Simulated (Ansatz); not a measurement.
CH6BClGe (`C[B](Cl)[GeH3]`), charge 0, multiplicity 1.

(1) Give a relaxed structure at PBE0-D4/def2-TZVP (Ansatz). (Estimate.)

## Answers

(1) Computed: 
Cartesian coordinates in Å:
```
C 0.816 -0.439 1.314
B 0.646 -0.155 -0.202
Cl 1.998 -0.402 -1.294
Ge -1.127 0.500 -1.053
H 0.429 0.394 1.911
H 1.838 -0.667 1.624
H 0.175 -1.292 1.575
H -0.949 1.930 -1.599
H -2.288 0.526 -0.041
H -1.538 -0.396 -2.235
```
This is one stationary point; other conformers may exist.
